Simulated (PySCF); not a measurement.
C5H7Cl, SMILES C#C[C@@H](C)CCl. Geometry optimised at B3LYP-D3(BJ)/def2-SVP. The structure was generated by enumeration; whether it is a known compound was not checked. The values are those of a single conformer.

Computed equilibrium geometry at B3LYP-D3(BJ)/def2-SVP (PySCF confirms it by a frequency run) as bond lengths and angles (one conformer of several):
Atoms: C1 C2 C3 C4 C5 Cl6 H7 H8 H9 H10 H11 H12 H13. Bonded distances (Å): C1–C2 1.211, C1–H7 1.074, C2–C3 1.467, C3–C4 1.537, C3–C5 1.537, C3–H8 1.105, C4–H9 1.101, C4–H10 1.099, C4–H11 1.099, C5–Cl6 1.806, C5–H12 1.097, C5–H13 1.099. Angles (°): C2–C1–H7 179.4, C1–C2–C3 178.5, C2–C3–C4 111.7, C2–C3–C5 108.3, C2–C3–H8 108.1, C4–C3–C5 112.8, C4–C3–H8 108.6, C5–C3–H8 107.1, C3–C4–H9 110.5, C3–C4–H10 110.0, C3–C4–H11 110.6, H9–C4–H10 108.7, H9–C4–H11 108.1, H10–C4–H11 108.9, C3–C5–Cl6 111.9, C3–C5–H12 110.9, C3–C5–H13 110.9, Cl6–C5–H12 106.9, Cl6–C5–H13 107.3, H12–C5–H13 108.9.
Charge 0, spin multiplicity 1.
